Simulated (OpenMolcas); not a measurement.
4d⁶ along the 42-electron sequence

```
Program             : OpenMolcas
Method              : CASSCF
Basis               : ANO-RCC-VTZP
Scalar Hamiltonian  : DKH2, point nucleus
Spin-orbit coupling : state interaction with AMFI integrals over the reference wave functions, term energies averaged over their components
```

Active space for each ion: 6 electrons in 10 orbitals (4d 5d).

Computed levels in cm-1 above ⁵D₄:

```json
{"Level": "⁵D₃", "Rh3+": "1493", "Pd4+": "1986", "Ag5+": "2489"}
{"Level": "⁵D₂", "Rh3+": "2370", "Pd4+": "3083", "Ag5+": "3801"}
{"Level": "⁵D₁", "Rh3+": "2939", "Pd4+": "3818", "Ag5+": "4713"}
{"Level": "⁵D₀", "Rh3+": "3212", "Pd4+": "4165", "Ag5+": "5137"}
{"Level": "³H₆", "Rh3+": "19827", "Pd4+": "21798", "Ag5+": "24093"}
{"Level": "³H₅", "Rh3+": "20272", "Pd4+": "22294", "Ag5+": "24638"}
{"Level": "³P₂(1)", "Rh3+": "20942", "Pd4+": "22825", "Ag5+": "25102"}
{"Level": "³F₄(1)", "Rh3+": "22640", "Pd4+": "25136", "Ag5+": "28048"}
{"Level": "³F₃(1)", "Rh3+": "23040", "Pd4+": "25375", "Ag5+": "28104"}
{"Level": "weight of ⁵D in the lowest level (%)", "Rh3+": "99", "Pd4+": "98", "Ag5+": "98"}
```

Mixed levels, with the weight of the term that names them: Rh3+ ³F₄(1) (64 %), Pd4+ ³F₄(1) (57 %), Ag5+ ³F₄(1) (53 %).

Measured, with the error of the calculation in %. Measured levels: Ag5+ from the list in Gamrath, thesis, University of Mons (2023).

```csv
Level,Ag5+
⁵D₃,2692 (-7.5)
⁵D₂,3953 (-3.8)
⁵D₁,4941 (-4.6)
⁵D₀,5380 (-4.5)
³H₆,21512 (+12.0)
³H₅,21812 (+13.0)
³P₂(1),21042 (+19.3)
³F₃(1),24441 (+15.0)
```

The fine-structure level ⁵D₀ changes by a factor of 1.6 from Rh3+ to Ag5+. Its fourth root runs 7.53, 8.03, 8.47, with steps per unit of Z of 0.51, 0.43; equal steps would mean a (Z - σ)^4 law with constant σ.

³H₆ changes by a factor of 1.22 over the same range, with steps per unit of Z of +1970, +2300 cm-1.

Without dynamic correlation excited terms often stand tens of per cent too high (terms of higher spin than the ground term too low), and those without a measured partner can miss by more than the paired ones. Active for correlation alone: 5d; no level in the range computed is led by a configuration that fills it, so any true level of that kind is missing. Measured partners are found by configuration, term and J. A level has none where our copy of the source lacks it or the pairing is in doubt (some pairs that miss far off the trend of their configuration count as doubtful), and it then counts in no deviation. Levels of configurations outside the active space are missing.

A number in round brackets counts repeated terms of one configuration in the order of the reference energies.
